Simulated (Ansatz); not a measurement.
Geometry optimisation, RKS r2SCAN-D4/def2-mTZVP in Ansatz 0.2.0.

Input:

```yaml
crystal:
  periodic: [false, false, false]
  atoms:
    - { symbol: Cl, position_ang: [-2.76927, -0.60029, -0.81607] }
    - { symbol: Al, position_ang: [-1.11644, 0.54214, -0.64599] }
    - { symbol: Si, position_ang: [0.97429, -0.11709, 0.41696] }
    - { symbol: Cl, position_ang: [2.25239, 0.06868, -1.1902] }
    - { symbol: H, position_ang: [-1.21465, 1.9666, -1.25555] }
    - { symbol: H, position_ang: [1.18986, -1.49979, 0.8893] }
    - { symbol: H, position_ang: [1.59743, 0.71118, 1.46908] }
basis:
  gaussian: { orbitals: def2-mTZVP }
hamiltonian:
  xc: r2scan
  dispersion: d4
relax:
  f_tol: 0.015
  max_steps: 40
output:
  orbitals: {}
```

Launched with:

```bash
$ ansatz run input.yaml --threads 2 --pin off --max-ram 3072MiB --backend cpu --events-out ev --progress --plain --runs-dir out
```

Task: Where does it end, and by what steps?

Result: It converged. The force dipped under the threshold on the way, but the program's further checks kept it going. After 23 steps the energy has fallen by 0.193 eV; Cl1 moved furthest, 1.10 Å.

```tsv
step	energy less start (eV)	largest force component (eV/Å)	accepted
0	0.0000	1.291	yes
1	-0.1297	0.312	yes
2	-0.1625	0.083	yes
3	-0.1662	0.062	yes
4	-0.1727	0.160	yes
5	-0.1752	0.022	yes
6	-0.1742	0.116	no
7	-0.1756	0.007	yes
8	-0.1764	0.069	yes
9	-0.1773	0.103	yes
10	-0.1783	0.118	yes
11	-0.1796	0.130	yes
12	-0.1813	0.175	yes
13	-0.1831	0.157	yes
14	-0.1856	0.104	yes
15	-0.1877	0.096	yes
16	-0.1880	0.137	yes
17	-0.1898	0.108	yes
18	-0.1912	0.025	yes
19	-0.1918	0.012	yes
20	-0.1920	0.080	yes
21	-0.1925	0.022	yes
22	-0.1926	0.002	yes
23	-0.1927	0.003	yes
```

```xyz
7
Properties=species:S:1:pos:R:3
Cl -2.821 -0.132 0.183
Al -1.066 0.589 -0.741
Si 1.036 -0.169 0.267
Cl 2.655 0.627 -0.786
H -1.230 1.545 -1.987
H 1.171 -1.652 0.245
H 1.170 0.263 1.686
```

The run took 79 s on 2 threads of Arm Neoverse V1, on a shared host, peak memory 0.16 GiB.
